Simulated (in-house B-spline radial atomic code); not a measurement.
**Ionising B II (B+) with different functionals**

Computed with a radial B-spline atomic code at the basis-set limit: non-relativistic Hamiltonian, point nucleus, spin-polarised at highest spin, spherical fractional occupations for the functionals, and exact exchange of hybrids averaged over the configuration. The ionisation energy is the difference of two self-consistent energies, [He] 2s2 → [He] 2s1, without Breit or QED terms; ε is the level of the shell that loses the electron (its least bound occupied spin orbital).

```json
{"method": "PBE0", "rung": "global hybrid", "ΔSCF (eV)": "24.56", "-ε(2s) (eV)": "20.79"}
{"method": "B3LYP", "rung": "global hybrid", "ΔSCF (eV)": "24.74", "-ε(2s) (eV)": "20.58"}
{"method": "TPSSh", "rung": "global hybrid", "ΔSCF (eV)": "24.65", "-ε(2s) (eV)": "20.21"}
{"method": "M06-2X", "rung": "global hybrid", "ΔSCF (eV)": "24.73", "-ε(2s) (eV)": "22.01"}
{"method": "BHandHLYP", "rung": "global hybrid", "ΔSCF (eV)": "24.56", "-ε(2s) (eV)": "21.96"}
{"method": "r2SCAN0", "rung": "global hybrid", "ΔSCF (eV)": "24.31", "-ε(2s) (eV)": "20.90"}
{"method": "B97-1", "rung": "global hybrid", "ΔSCF (eV)": "24.67", "-ε(2s) (eV)": "20.55"}
{"method": "HSE06", "rung": "range-separated hybrid", "ΔSCF (eV)": "24.56", "-ε(2s) (eV)": "20.38"}
{"method": "wB97X", "rung": "range-separated hybrid", "ΔSCF (eV)": "24.26", "-ε(2s) (eV)": "23.31"}
{"method": "CAM-B3LYP", "rung": "range-separated hybrid", "ΔSCF (eV)": "24.74", "-ε(2s) (eV)": "22.25"}
{"method": "LC-wPBE", "rung": "range-separated hybrid", "ΔSCF (eV)": "24.68", "-ε(2s) (eV)": "23.81"}
```

**Question.** Among the functionals, which spreads more, the ΔSCF values or the orbital energies?

**Answer.** The orbital energies: ΔSCF values span about 0.48 eV and the orbital energies 3.60 eV; here energy differences depend much less on the functional than eigenvalues do.

**Question.** How do they compare with the NIST value?

**Answer.** NIST lists 25.155 eV (measured, ground level to ground level). Errors run from -0.89 to -0.42 eV; B3LYP is closest (-0.42 eV), though others lie within the uncertainty of it, and part of that can be cancellation, since the calculations leave out relativity, Breit-QED terms, the near-degeneracy of s² and p².
